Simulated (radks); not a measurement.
The numbers below are computed, except where a source is named.
All-electron atom: Co+ in [Ar] 3d8 (the NIST ground configuration).

Code: a radial shooting solver on a logarithmic mesh with Libxc functionals. Model: Dirac Kohn-Sham, PBE, spin-unpolarised, spherical densities, finite nucleus; open shells are shared between the two j in proportion to 2j + 1; Fermi nuclear charge, rms radius 3.7875 fm.

Energy parts (hartree):
total: -1392.93608
kinetic: 1413.81873
electron-nucleus: -3336.69361
Hartree: 589.36295
exchange-correlation: -59.42414

Orbitals (lengths in bohr, moments of r in powers of bohr):
orbital  occ.  eigenvalue (hartree)       <r^4>     <r^2>  small-component weight
1s1/2       2             -279.0976  0.00004638  0.004246                9.45e-03
2s1/2       2             -33.11839     0.01034   0.07697                1.75e-03
2p1/2       2             -28.74428    0.007595   0.06106                1.74e-03
2p3/2       4             -28.19926    0.007959   0.06265                1.71e-03
3s1/2       2              -3.88040      0.8026    0.6998                3.79e-04
3p1/2       2              -2.58072       1.115    0.7899                3.36e-04
3p3/2       4              -2.51380       1.173    0.8097                3.29e-04
3d3/2     3.2              -0.45380       9.594     1.766                1.99e-04
3d5/2     4.8              -0.44731       9.945     1.796                1.97e-04

The highest occupied level is 3d5/2 at -12.172 eV. The density falls to 0.001 e/bohr^3 at r = 3.44 bohr. The electron density at the nucleus is 1.722e+04 e/bohr^3. For comparison, the ionisation energy in NIST's Atomic Spectra Database is 17.084 eV (measured). In exact Kohn-Sham theory the highest level is minus the ionisation energy, but local and semilocal functionals leave it too shallow, through self-interaction and a potential that decays too fast; potentials with the right tail come closer.

Beside tabulated values, note that spin-unpolarised runs miss the spin-polarisation part of the exchange energy of open shells.
